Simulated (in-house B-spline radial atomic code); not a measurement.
A calculation on the samarium ion Sm²⁺ (an excited or competing configuration): its settings, and results tabulated from the run. Level of theory: Dirac-Hartree-Fock, average of configuration, Fermi nucleus of rms radius 5.0819 fm; calculated with a radial B-spline atomic code at the basis-set limit.

Command:
```bash
python run_scf.py task.json out
```
Settings (nuclear radius in fm, mass in u):
```
Z                62
configuration    [Xe] 4f5 9p1
hamiltonian      dirac
method           hf
spin_polarised   False
nucleus          fermi
rms_radius       5.0819
atomic_mass      151.91974
speed_of_light   137.035999084
```

Output (hartree, bohr):
```
 radial grid: 90 intervals, B-splines of order 8, outer radius 102 bohr

 iter        energy (Eh)    residual
    1      -10402.406718    6.24e-01
    2      -10416.095591    6.72e-01
    3      -10427.205408    1.91e-01
    4      -10427.930045    6.50e-02
    5      -10427.994525    1.42e-02
    6      -10428.000122    1.07e-02
    7      -10428.002739    2.12e-03
    8      -10428.002816    5.65e-04
    9      -10428.002823    2.67e-05
   10      -10428.002823    1.11e-06
   11      -10428.002823    5.33e-08

 total energy                    -10428.00282
 kinetic                           11305.1247
 electron-nucleus                 -25493.7682
 electron-electron                  3760.6407

 first-order corrections (not in the total)
   Gaunt                            10.3926
   retardation                      -1.0901
   frequency dependence             -0.1338
   self-energy                       7.2295
   Uehling                          -1.1321
   Wichmann-Kroll                    0.0339
   recoil                            0.0245

 orbital      occ     eigenvalue          <r>       <r^2>       <1/r>     <1/r^2>       r_max    small
 1s1/2      2.000     -1732.2765    0.0227386 0.000704668       68.81     10695.5     0.01449  5.31e-02
 2s1/2      2.000      -288.2061    0.0964013   0.0110322     16.3722     1335.52     0.08223  1.17e-02
 2p1/2      2.000      -272.5341    0.0808239  0.00806822     16.3101      423.57     0.06244  1.17e-02
 2p3/2      4.000      -250.3173    0.0874068  0.00930448     14.5501      288.52     0.06804  1.09e-02
 3s1/2      2.000       -65.8401       0.2536   0.0736272     5.96876     286.054      0.2333  3.69e-03
 3p1/2      2.000       -59.0829     0.243665   0.0690353     5.87124     91.3313      0.2208  3.62e-03
 3p3/2      4.000       -54.4893     0.256136   0.0760881     5.43161     63.1561      0.2325  3.40e-03
 3d3/2      4.000       -42.9241     0.228218   0.0613171     5.29003     35.0411      0.1858  3.26e-03
 3d5/2      6.000       -41.9399     0.232129   0.0633005     5.17952     33.2835      0.1891  3.20e-03
 4s1/2      2.000       -14.7866     0.578332    0.377106     2.46486     66.4011      0.5391  1.13e-03
 4p1/2      2.000       -12.1172     0.593133    0.399794     2.35727     20.7204      0.5457  1.06e-03
 4p3/2      4.000       -11.0969     0.619983    0.436638     2.21822     14.5435        0.57  9.94e-04
 4d3/2      4.000        -6.6414     0.663379    0.509881     1.99376     7.21195       0.583  8.31e-04
 4d5/2      6.000        -6.4558     0.673414    0.525233     1.95724     6.84467      0.5914  8.11e-04
 5s1/2      2.000        -2.9335       1.3991     2.19348    0.941125     11.0541       1.259  2.34e-04
 5p1/2      2.000        -2.0960      1.54392     2.68588    0.845055     3.16832       1.365  1.94e-04
 5p3/2      4.000        -1.9434      1.62024     2.95614     0.79768     2.23033       1.431  1.77e-04
 4f5/2      2.143        -1.5058     0.873152    0.963746     1.46713     2.79178      0.6074  4.86e-04
 4f7/2      2.857        -1.4848     0.881656    0.983281      1.4536     2.73976      0.6124  4.79e-04
 9p1/2      0.333        -0.1250       17.778     352.422   0.0765386   0.0441141       19.34  4.73e-06
 9p3/2      0.667        -0.1230      18.0621     363.702   0.0751666   0.0340162       19.67  4.58e-06
```

Cost of the run: 3.9 s on 1 thread of Arm Neoverse V1, on a shared host.

For the Dirac Hamiltonian the kinetic term is c α·p + (β - 1)c².
